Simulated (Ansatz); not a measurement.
The Zn1–H2 bond of HIZn (SMILES [ZnH][I]) is stretched (multiplicity 1, the rest rigid).
Geometry at rest (charge 0, multiplicity 1):
```csv
atom,x (Å),y (Å),z (Å)
Zn,0.0000,0.0000,-1.5252
H,0.0000,0.0000,-3.0559
I,0.0000,0.0000,0.9210
```

Cores are frozen in the correlated methods. Filled d and f shells under p-block atoms count as core.

Codes used: Ansatz (Gaussian basis) for Hartree–Fock, density functionals and correlated methods. Each number belongs to the level named beside it. In def2 rows elements past Kr take small-core potentials, without spin–orbit coupling.

FIC-MRCISD+Q on CASSCF(2,2)/def2-TZVPP, total energies (hartree):

| R (Å) | CASSCF | MRCISD | weight c² of the reference |
|---|---|---|---|
| 1.531 | -2075.113674 | -2075.653628 | 0.90721 |
| 2.679 | -2075.043359 | -2075.568792 | 0.90953 |
| 4.898 | -2075.008705 | -2075.532905 | 0.91027 |

Question: Add the Davidson correction (E_MRCISD − E_CASSCF)(1 − c²)/c² and give the energies above the first point at the three levels.

Answer: 
Corrections (hartree): -0.055224, -0.052266, -0.051673. Above the first point (kcal/mol):
- R = 2.679 Å: CASSCF 44.1, MRCISD 53.2, with the correction 55.1
- R = 4.898 Å: CASSCF 65.9, MRCISD 75.8, with the correction 78.0

Ansatz is a first-principles code.
